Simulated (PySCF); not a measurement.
CCl3, SMILES Cl[C](Cl)Cl (connectivity only; charge and spin as stated), charge +1, multiplicity 1.

Geometry optimised at PBE0-D3(BJ)/def2-SVP. The spin state was assumed, not searched. The isomer is the one that the SMILES or the coordinates give; other isomers of the formula were not compared.

The numbers are results of PySCF with B3LYP/def2-TZVPD, not measurements.

Symmetry labels are those of the subgroup C2v that the program uses (full group D3h).

**Question.** List the valence orbital energies around the gap with their symmetry. (Estimate from the structure and the level; the computed values follow.)

**Answer.** 
```csv
orbital,symmetry,energy (eV)
HOMO−7,A1,-20.58
HOMO−6,B1,-20.58
HOMO−5,B2,-19.17
HOMO−4,B1,-16.33
HOMO−3,A1,-16.33
HOMO−2,B2,-16.05
HOMO−1,A2,-16.05
HOMO,B1,-15.16
LUMO,B2,-10.17
LUMO+1,A1,-7.02
LUMO+2,A1,-5.15
LUMO+3,B1,-5.15
```
